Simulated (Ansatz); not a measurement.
Relaxation of CH7GaS (10 atoms, charge 0, multiplicity 1), to a largest force component of 0.03 eV/Å in at most 50 steps.

Level of theory: RKS B3LYP-D4/def2-SVP (Ansatz).

```xyz
10
Properties=species:S:1:pos:R:3:forces:R:3
Ga -1.022 0.593 -1.271 0.33 0.18 -0.03
S 0.985 1.619 -1.395 -0.34 0.01 -0.16
H -1.199 -0.608 -2.254 0.00 0.00 0.00
H -2.070 1.156 -0.256 0.00 0.00 0.00
H 0.946 -0.268 0.493 0.19 0.18 -0.10
C 0.517 -1.050 1.115 -0.19 -0.38 0.31
H 0.716 2.523 -0.424 0.00 0.00 0.00
H 1.294 -1.453 1.782 -0.01 -0.01 0.00
H 0.136 -1.868 0.484 0.00 0.01 0.00
H -0.303 -0.644 1.726 0.00 0.00 0.00
```

**Question.** Where does it end, and by what steps?

**Answer.** The run converged. After 10 steps the energy has fallen by 0.072 eV; H8 moved furthest, 0.47 Å.

```
step  energy less start (eV)  largest force component (eV/Å)  accepted
   0                  0.0000                           0.378       yes
   1                 -0.0507                           0.213       yes
   2                 -0.0541                           0.300       yes
   3                 -0.0641                           0.126       yes
   4                 -0.0650                           0.127       yes
   5                 -0.0671                           0.051       yes
   6                 -0.0688                           0.088       yes
   7                 -0.0705                           0.087       yes
   8                 -0.0717                           0.063       yes
   9                 -0.0720                           0.048       yes
  10                 -0.0724                           0.008       yes
```

```xyz
10
Properties=species:S:1:pos:R:3
Ga -0.954 0.611 -1.256
S 0.839 1.862 -1.659
H -1.092 -0.648 -2.173
H -1.956 1.086 -0.153
H 1.240 -0.413 0.783
C 0.518 -1.135 1.188
H 0.568 2.786 -0.707
H 1.038 -1.838 1.855
H 0.060 -1.706 0.366
H -0.261 -0.606 1.756
```

Whether the end is a true minimum wasn't checked by a vibrational analysis.

Time of the run: 19 s on 2 threads of Intel(R) Xeon(R) 6975P-C (Granite Rapids), with other jobs on the host, peak memory 0.23 GiB.
